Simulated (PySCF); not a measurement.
**Electron correlation in Cl (chlorine, neutral)**

[Ne] 3s2 3p5, 2P determinant. All numbers are calculated (PySCF 2.14, no relativity, point nucleus, in def2-TZVPPD). Frozen: 1s2; 15 electrons correlated.

| level | correlation energy (mhartree) |
| --- | --- |
| CCSD | -340.67 |
| (T) | -7.41 |
| CCSD(T) | -348.08 |

Diagnostics: T1 = 0.0055, D1 = 0.0258, largest double amplitude 0.041.

Cost of the coupled-cluster step: about 9 core-seconds, for 15 correlated electrons.

This basis was not built for core-valence correlation, so the inner-shell part is incomplete.
